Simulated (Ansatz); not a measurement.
Species: C$_{9}$H$_{10}$SSi, SMILES `Cc1cc2ccc([SiH3])cc2s1` (charge 0, multiplicity 1).

### Question
Give a relaxed geometry from B3LYP-D3(BJ)/def2-SVP run with Ansatz (a first-principles code).

### Answer
the end point of this relaxation (outside a Z-matrix the atoms follow the SMILES, hydrogens last).
Cartesian coordinates (Å) in one orientation:
```xyz
21

C     -4.072     0.274     1.077
C     -2.621     0.161     0.735
C     -2.023    -0.694    -0.147
C     -0.596    -0.531    -0.234
C      0.343    -1.224    -1.023
C      1.689    -0.892    -0.943
C      2.156     0.133    -0.081
Si     3.984     0.557    -0.003
C      1.229     0.828     0.707
C     -0.127     0.495     0.627
S     -1.452     1.224     1.514
H     -4.465     1.278     0.850
H     -4.250     0.089     2.150
H     -4.654    -0.460     0.502
H     -2.583    -1.429    -0.727
H      0.008    -2.019    -1.694
H      2.404    -1.442    -1.562
H      4.795    -0.638     0.378
H      4.194     1.632     1.009
H      4.484     1.034    -1.328
H      1.557     1.623     1.381
```
